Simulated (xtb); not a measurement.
O₂Zr (SMILES [O]=[Zr]=[O]), singlet, at a GFN2-xTB geometry (such geometries of metal compounds can be far from the true shape); GFN0-xTB (xtb 6.7.1).

The xtb input:
```
$ xtb coord --gfn 0 --json

# file coord
$coord
     -0.2784609332      -0.3079308531      -0.3986246113  zr
      2.7360859655       1.1460744860      -0.7190876556  o
     -1.3437813181       0.3935797984       2.7122107121  o
$end
```

The log (banner, timings and long lists left out):

```
   ID    Z sym.   atoms
    1   40 zr     1
    2    8 o      2, 3

           -------------------------------------------------
          |                Calculation Setup                |
           -------------------------------------------------

           -------------------------------------------------
          |                 G F N 0 - x T B                 |
           -------------------------------------------------

          ...................................................
          :                      SETUP                      :
          :.................................................:
          :  # basis functions                  18          :
          :  # atomic orbitals                  17          :
          :  # shells                            7          :
          :  # electrons                        16          :
          :  electronic temp.          300.0000000     K    :
          :  accuracy                    1.0000000          :
          :  -> integral cutoff          0.2500000E+02      :
          :  -> integral neglect         0.1000000E-07      :
          ...................................................

         :::::::::::::::::::::::::::::::::::::::::::::::::::::
         ::                     SUMMARY                     ::
         :::::::::::::::::::::::::::::::::::::::::::::::::::::
         :: total energy              -8.204239414721 Eh    ::
         :: gradient norm              0.005901509214 Eh/a0 ::
         :: HOMO-LUMO gap              3.692534493042 eV    ::
         ::.................................................::
         :: H0 energy                 -7.897074845842 Eh    ::
         :: repulsion energy           0.044862109681 Eh    ::
         :: electrostat energy        -0.351547958255 Eh    ::
         :: -> Gsolv                   0.000000000000 Eh    ::
         ::    -> Gsasa                0.000000000000 Eh    ::
         ::    -> Gshift               0.000000000000 Eh    ::
         :: dispersion energy         -0.000478720305 Eh    ::
         :: short-range corr.          0.000000000000 Eh    ::
         :: add. restraining           0.000000000000 Eh    ::
         :: total charge              -0.000000000000 e     ::
         :::::::::::::::::::::::::::::::::::::::::::::::::::::

           -------------------------------------------------
          |                Property Printout                |
           -------------------------------------------------

    * Orbital Energies and Occupations

         #    Occupation            Energy/Eh            Energy/eV
      -------------------------------------------------------------
         1        2.0000           -0.6708836             -18.2557
         2        2.0000           -0.6556954             -17.8424
         3        2.0000           -0.4434615             -12.0672
         4        2.0000           -0.4386027             -11.9350
         5        2.0000           -0.4373805             -11.9017
         6        2.0000           -0.4372615             -11.8985
         7        2.0000           -0.4347587             -11.8304
         8        2.0000           -0.4304934             -11.7143 (HOMO)
         9                         -0.2947953              -8.0218 (LUMO)
        10                         -0.2935446              -7.9878
        11                         -0.2768231              -7.5327
        12                         -0.2558088              -6.9609
        13                         -0.1864380              -5.0732
        14                         -0.0551423              -1.5005
        15                          0.0037501               0.1020
        16                          0.2795506               7.6070
        17                          0.2831130               7.7039
      -------------------------------------------------------------
                  HL-Gap            0.1356981 Eh            3.6925 eV
             Fermi-level            0.0000000 Eh            0.0000 eV

     #   Z          covCN         q      C6AA      α(0)
     1  40 zr       1.405     1.432   384.629    45.476
     2   8 o        0.702    -0.716    29.138     7.240
     3   8 o        0.702    -0.716    29.138     7.240

 Mol. C6AA /au·bohr⁶  :        878.832310
 Mol. C8AA /au·bohr⁸  :      87973.415879
 Mol. α(0) /au        :         59.955285

Wiberg/Mayer (AO) data.
largest (>0.10) Wiberg bond orders for each atom

 ---------------------------------------------------------------------------
     #   Z sym  total        # sym  WBO       # sym  WBO       # sym  WBO
 ---------------------------------------------------------------------------
     1  40 zr   2.420 --     2 o    1.210     3 o    1.210
     2   8 o    1.231 --     1 zr   1.210
     3   8 o    1.231 --     1 zr   1.210
 ---------------------------------------------------------------------------

Topologies differ in total number of bonds
Writing topology from bond orders to xtbtopo.mol

 dipole moment from electron density (au)
     X       Y       Z
  -3.2944  -3.6431  -4.7161  total (Debye):   17.308

           -------------------------------------------------
          | TOTAL ENERGY               -8.204239414721 Eh   |
          | GRADIENT NORM               0.005901509214 Eh/α |
          | HOMO-LUMO GAP               3.692534493042 eV   |
           -------------------------------------------------

normal termination of xtb
```
